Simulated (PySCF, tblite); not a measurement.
Isomers of C7H8NO (doublet state), one GFN2-xTB conformer each. Single-point energies are computed at B3LYP/pcH-1 (PySCF, gas phase, no added dispersion term), electronic only. GFN2-xTB treats the open shell by occupation alone, and not every SCF solution was tested for stability.

Task: Rank them by B3LYP/pcH-1 energy, lowest first (kJ/mol).
A. `[O:1]=[CH:2][NH:3][C@:4]12[C@@H:5]3[CH:6][C@H:7]1[CH2:8][C@H:9]23` (doublet state) with O1–C2–N3–C4 -4°, C2–N3–C4–C5 -50°
B. `[CH:1]#[C:2][C@@H:3]1[CH:4][C@H:5]([NH:6][CH:7]=[O:8])[CH2:9]1` (doublet state) with C4–C5–N6–C7 134°, C5–N6–C7–O8 1°
C. `[CH2:1]=[CH:2][CH2:3][N:4][CH2:5][C:6]#[C:7][CH:8]=[O:9]` (doublet state) with C1–C2–C3–N4 -148°, C2–C3–N4–C5 152°, C3–N4–C5–C6 -160°

Result: B (0.0), A (44.9), C (64.1).

As drawn, the lowest has a four-membered ring and an N–H bond, which the highest lacks. Neighbours under 21 kJ/mol apart (O=CN[C@]12[C@@H]3[CH][C@H]1C[C@@H]32 and C=CC[N]CC#CC=O) can change places with a better method, another conformer or zero-point energy. GFN2-xTB itself gives, in the same order: 44.0, 0.0, 157.4. GFN2-xTB puts O=CN[C@]12[C@@H]3[CH][C@H]1C[C@@H]32 lowest instead; measured from each level's own lowest isomer, the values differ by up to 93.3 kJ/mol (C=CC[N]CC#CC=O: 157.4 against 64.1).

Task: What happens when harmonic zero-point energies from GFN2-xTB frequencies are added?

Result: 
```
                              SMILES  ZPE (kJ/mol)  electronic (kJ/mol)  with ZPE (kJ/mol)
         C#C[C@@H]1[CH][C@H](NC=O)C1         337.5                  0.0                0.0
O=CN[C@]12[C@@H]3[CH][C@H]1C[C@@H]32         346.3                 44.9               53.7
                      C=CC[N]CC#CC=O         327.7                 64.1               54.4
```

The zero-point energies span 18.6 kJ/mol. The order is unchanged.

Task: As an exercise, what shares would exp(−E/RT) give at 2000 K from these electronic energies alone (no entropy, no degeneracies)?

Result: RT = 16.629 kJ/mol: C#C[C@@H]1[CH][C@H](NC=O)C1 91.9 %, O=CN[C@]12[C@@H]3[CH][C@H]1C[C@@H]32 6.2 %, C=CC[N]CC#CC=O 1.9 %.
